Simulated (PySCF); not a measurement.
Removing an electron from `CCC1OCOCO1`

Species: C5H10O3.
Atom-mapped SMILES: `[CH3:1][CH2:2][CH:3]1[O:4][CH2:5][O:6][CH2:7][O:8]1` (hydrogens: H9, H10, H11 on C1; H12, H13 on C2; H14 on C3; H15, H16 on C5; H17, H18 on C7)

Geometry (PBE0-D3(BJ)/def2-SVP, Å), atoms numbered from 1 in this order:
```
atom  x, y, z in Å
C1     2.533   -0.274   -0.441
C2     1.218   -1.017   -0.588
C3     0.055   -0.293    0.038
O4    -0.094    0.965   -0.564
C5    -1.215    1.622   -0.061
O6    -2.372    0.868   -0.237
C7    -2.220   -0.381    0.362
O8    -1.107   -1.056   -0.135
H9     2.822   -0.170    0.617
H10    3.343   -0.809   -0.957
H11    2.459    0.735   -0.871
H12    1.265   -2.013   -0.121
H13    0.963   -1.171   -1.648
H14    0.218   -0.139    1.132
H15   -1.335    2.562   -0.615
H16   -1.069    1.836    1.023
H17   -2.121   -0.258    1.466
H18   -3.110   -0.980    0.131
```

Level: PBE0/def2-SVPD (PySCF). Frontier orbitals with their largest atomic shares (Löwdin; up to four atoms above 4 %):

| orbital | ε (eV) | main atoms |
| --- | --- | --- |
| HOMO−3 | -9.34 | O6 17 %, C2 16 %, C3 13 %, C1 8 % |
| HOMO−2 | -8.62 | O6 50 %, O8 20 %, O4 12 %, C3 5 % |
| HOMO−1 | -8.59 | O4 42 %, O8 36 %, O6 6 %, C7 4 % |
| HOMO | -8.11 | ? |
| LUMO | 0.78 | H14 11 %, C1 9 %, C5 9 %, C7 8 % |
| LUMO+1 | 1.09 | C1 17 %, H10 9 %, C7 8 %, O6 7 % |
| LUMO+2 | 1.36 | O8 14 %, O4 12 %, C5 11 %, H15 11 % |

Task: What vertical ionisation energy does ΔSCF give, and how far is −ε(HOMO) from it?

Result: ΔSCF: 10.12 eV (977 kJ/mol; threshold wavelength 122 nm); ⟨S²⟩ of the doublet left behind is 0.755, against 0.75 for a pure doublet. −ε(HOMO) is 8.11 eV, 2.01 eV below it. For the exact functional −ε(HOMO) would equal the first vertical ionisation energy; PBE0 (global hybrid, 25 % exact exchange) falls short of its own ΔSCF value by 20 %. Holes in the HOMO−1 and HOMO−2 were tried too where these lie within 1.2 eV of the HOMO; the lowest converged state counts.

Task: On which atoms does the HOMO lie?

Result: O4 (cyclic ether oxygen) 20 %, O8 (cyclic ether oxygen) 20 %, O6 (cyclic ether oxygen) 19 %, C3 (sp3 carbon bearing two oxygens) 7 %, so no atom holds as much as 40 %. The HOMO−1 lies 0.48 eV lower.

Task: What total energies stand behind the ΔSCF value?

Result: E(N) = -421.45536 Eh and E(N − 1) = -421.08333 Eh at the same geometry, 0.37203 Eh apart.

Task: How many of the 10 lowest singlet excitations (vertical TDDFT, same level) lie below the ionisation energy?

Result: All 10; they run from 7.83 to 8.82 eV.

The structure is a single PBE0-D3(BJ)/def2-SVP conformer in the gas phase; no vibrational or solvent corrections.
